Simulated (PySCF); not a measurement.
TDDFT excited states: C2H7B3O4

Species: C2H7B3O4.
Bonds: C1–O2, O2–C3, C3–B4, B4–O5, O5–B6, B6–O7, O7–B8, B8–O9, B4–O9. Hydrogens: H10, H11, H12 on C1; H13, H14 on C3; H15 on B6; H16 on B8.

Method used: PySCF, TDDFT B3LYP/def2-SVPD, vertical, gas phase, core orbitals frozen in the response. The structure is a single PBE0-D3(BJ)/def2-SVP conformer in the gas phase; no vibrational or solvent corrections. Torsions of this conformer, `[CH3:1][O:2][CH2:3][B:4]1[O:5][BH:6][O:7][BH:8][O:9]1`: C1–O2–C3–B4 76°, O2–C3–B4–O5 -2°.

Problem. What does the calculation give for the low-lying excited states?

Solution. 

| state | E (eV) | λ (nm) | ν̃ (cm⁻¹) | f | main configurations (H = HOMO, L = LUMO) |
| --- | --- | --- | --- | --- | --- |
| S1 | 5.50 | 225.6 | 44330 | 0.0020 | H→L (61%), H→L+1 (38%) |
| S2 | 5.58 | 222.2 | 45010 | 0.0021 | H→L+1 (60%), H→L (39%) |
| S3 | 6.15 | 201.7 | 49570 | 0.018 | H→L+2 (95%) |
| S4 | 7.02 | 176.7 | 56590 | 0.0044 | H→L+3 (75%), H→L+4 (8%) |
| S5 | 7.12 | 174.2 | 57390 | 0.0026 | H→L+4 (52%), H→L+5 (41%) |
| S6 | 7.18 | 172.8 | 57890 | 0.0043 | H-1→L (63%), H-2→L (18%), H-3→L (9%) |
| S7 | 7.21 | 172.0 | 58130 | 0.0048 | H→L+5 (51%), H→L+4 (33%), H→L+3 (10%) |
| S8 | 7.26 | 170.8 | 58540 | 0.019 | H-2→L (80%), H-1→L (12%) |
| S9 | 7.31 | 169.7 | 58920 | 0.029 | H-1→L+1 (84%) |
| S10 | 7.45 | 166.5 | 60070 | 0.0013 | H-2→L+1 (92%) |

Triplets, Tamm–Dancoff:

| state | E (eV) | λ (nm) | main configurations (H = HOMO, L = LUMO) |
| --- | --- | --- | --- |
| T1 | 5.26 | 235.8 | H→L+1 (88%) |
| T2 | 5.53 | 224.2 | H→L (93%) |
| T3 | 6.07 | 204.2 | H→L+2 (92%) |
| T4 | 6.77 | 183.1 | H-2→L (89%) |

The lowest singlet comes at 226 nm (530 kJ/mol) in the ultraviolet; it is very weak; its leading configuration is HOMO→LUMO (61%). The strongest level in the table is S9 at 7.31 eV (170 nm, f = 0.029). Löwdin shares by element: HOMO oxygen 56% or more, carbon 20%, boron 6% or more (atoms not listed hold the other 17%); LUMO boron 54% or more, oxygen 24% or more (atoms not listed hold the other 22%). Weighted by f, the mean energy of these states is 6.95 eV. The listed states span 1.95 eV, and the widest gap between neighbours is 0.87 eV (S3 to S4). Orbital energies (eV): HOMO-3 -9.72, HOMO-2 -9.39, HOMO-1 -8.83, HOMO -7.11, LUMO -0.89, LUMO+1 -0.65, LUMO+2 -0.14. The vertical ionisation energy (ΔSCF) is 9.52 eV, 2.07 eV above S10. The window holds the lowest 10 singlets.

On Arm Neoverse V1, one thread, shared host with 32 logical CPUs at a one-minute load of 15, this took 95 s (with the writing of density and orbital grids) and 1.1 GiB of memory at its peak.
